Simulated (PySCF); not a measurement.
Levels of Ho⁴⁸⁺ from EOM-EA-GCCSD

Reference: closed-shell Ho⁴⁹⁺, [Ar]; one electron is added. Calculated with PySCF 2.14, two-component X2C-1e with screened spin-orbit coupling, an uncontracted even-tempered set (18 s from 4.4 bohr⁻², ratio 2.6; 14 p from 5.7 bohr⁻², ratio 2.6; 5 d from 5.8 bohr⁻², ratio 2.8; 3 f from 93 bohr⁻², ratio 2.8); frozen [Ne]; the 62 highest virtual spinors dropped; of the others 50 kept and the rest restored at second order. No Breit or QED terms. Binding energies in eV.

| level | Koopmans | second order | EOM-CCSD |
| --- | --- | --- | --- |
| 3d3/2 | 4125.5 | 4126.7 | 4126.5 |
| 3d5/2 | 4078.4 | 4079.4 | 4079.1 |

For comparison, the ionisation energy of Ho⁴⁸⁺ is 4131 ± 4 eV (theoretical estimate listed by NIST; NIST Atomic Spectra Database, ionization energies).

Only part of the computed levels is shown.
